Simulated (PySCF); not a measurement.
**Correlation energy of Ag (silver, neutral)**

[Kr] 4d9 5s1 5p1, one real determinant (an excited configuration). Calculation: PySCF 2.14, in x2c-TZVPPall with one added diffuse shell each of s, p, d, f type (9s7p7d3f1g, 95 functions); scalar relativity by spin-free X2C-1e. Frozen: [Ar] 3d10; 19 electrons correlated.

MP2 pair energies summed by pair of shells (mhartree):

| pair | energy | share (%) |
| --- | --- | --- |
| 4d-4d | -279.83 | 45.7 |
| 4p-4d | -170.90 | 27.9 |
| 4p-4p | -47.85 | 7.8 |
| 4s-4d | -31.93 | 5.2 |
| 4d-5s | -30.74 | 5.0 |
| 4s-4p | -23.34 | 3.8 |
| 4d-5p | -13.76 | 2.2 |
| 4p-5s | -4.85 | 0.8 |
| 4s-4s | -4.08 | 0.7 |
| 4p-5p | -1.95 | 0.3 |
| 5s-5p | -1.95 | 0.3 |
| 4s-5s | -0.46 | 0.1 |
| 4s-5p | -0.20 | 0.0 |

Total MP2 correlation energy: -611.85 mhartree.

Same-spin part -206.64 and opposite-spin part -405.22 mhartree; SCS-MP2 scales them by 1/3 and 6/5 to -555.14 mhartree.

The reference is one real determinant that mixes LS terms of this configuration.

This basis was not built for core-valence correlation, so the inner-shell part is incomplete.
